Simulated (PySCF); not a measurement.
Gas-phase reaction: GaH3.NH3 + 4 N = GaNH2 + 4 NH

Method: PySCF energies (xtb for GFN2) plus ideal-gas RRHO corrections (1 bar). † marks an energy on the PBE0/def2-TZVP geometry and frequencies; other levels use their own. MP2 and CCSD(T) freeze the core. 6-31G* has spherical d functions here. Open shells (unrestricted): N (multiplicity 4), NH (multiplicity 3); the rest are closed-shell singlets. GFN2 has no spin-polarisation term. B3LYP is the form with VWN-RPA correlation. Ga: all electrons, no relativistic terms. Adducts (GaH3.NH3) have no counterpoise correction, and HF, PBE, BLYP, B3LYP and PBE0 lack dispersion. GaH3.NH3, GaNH2: computed as isolated molecules; such fragments, hydroxides, amides, oligomers or adducts are transient or little studied in the gas. MP2 isn't extrapolated to the basis-set limit. CCSD(T) isn't extrapolated to the basis-set limit.

```tsv
level	ΔH°(298 K), kJ
B3LYP/def2-TZVP†	-452
BLYP/def2-TZVP†	-510
CCSD(T)/def2-SVP†	…
GFN2-xTB	-989
HF/6-31G*	33
HF/def2-TZVP†	-27
M06-2X/def2-TZVP†	…
MP2/def2-SVP†	-214
MP2/def2-TZVPP†	…
PBE/def2-SVP	-457
PBE0/def2-SVP†	…
```

### Question
Complete the blanks.

### Answer

- CCSD(T)/def2-SVP†, ΔH°(298 K), kJ: -229
- M06-2X/def2-TZVP†, ΔH°(298 K), kJ: -379
- MP2/def2-TZVPP†, ΔH°(298 K), kJ: -294
- PBE0/def2-SVP†, ΔH°(298 K), kJ: -381
